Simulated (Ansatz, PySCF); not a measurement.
Cl2Se. Atoms are numbered in the order given.

```xyz
3

Se     0.0000     0.0000     0.6855
Cl     0.0000    -1.6435    -0.6855
Cl     0.0000     1.6435    -0.6855
```

Coordinates come from a ωB97X-D3(BJ)/def2-TZVP optimisation. The isomer is the one that the SMILES or the coordinates give; other isomers of the formula were not compared.

Vertical ionisation energy (IE) and electron affinity (EA) in eV. Rows of orbital energies are one-electron estimates. Where ΔSCF, EOM or ADC give a negative EA the extra electron is unbound and the value depends on the basis.

```csv
level,IE,EA
"−ε(HOMO), −ε(LUMO), M06-2X/def2-TZVPD (PySCF)",8.20,1.60
"−ε(HOMO), −ε(LUMO), PBE/def2-TZVPD (PySCF)",5.79,3.50
ADC(2)/aug-cc-pVDZ (PySCF),8.76,0.64
"ΔSCF, CAM-B3LYP/def2-TZVPD (Ansatz), final states of multiplicity 2 and 2",9.40,0.72
"ΔSCF, PBE/def2-TZVPD (Ansatz), final states of multiplicity 2 and 2",8.98,0.75
```

### Question
What vertical singlet–triplet gap does ΔSCF give with CAM-B3LYP/def2-TZVPD (Ansatz, a quantum-chemistry and plane-wave program) and with PBE/def2-TZVPD (Ansatz)? (Estimate from the structure and the level; the computed values follow.)

### Answer
2.34 and 2.06 eV (triplet above singlet where positive).

### Question
Beyond the first one, list the lowest photoelectron lines from ADC(2)/aug-cc-pVDZ in PySCF with their pole strengths (two spins summed). (The exact figures need the calculation; the answer reports its results.)

### Answer
11.33 eV (1.77), 11.66 eV (1.75), 11.67 eV (1.78), 12.89 eV (1.74), 13.80 eV (1.77).
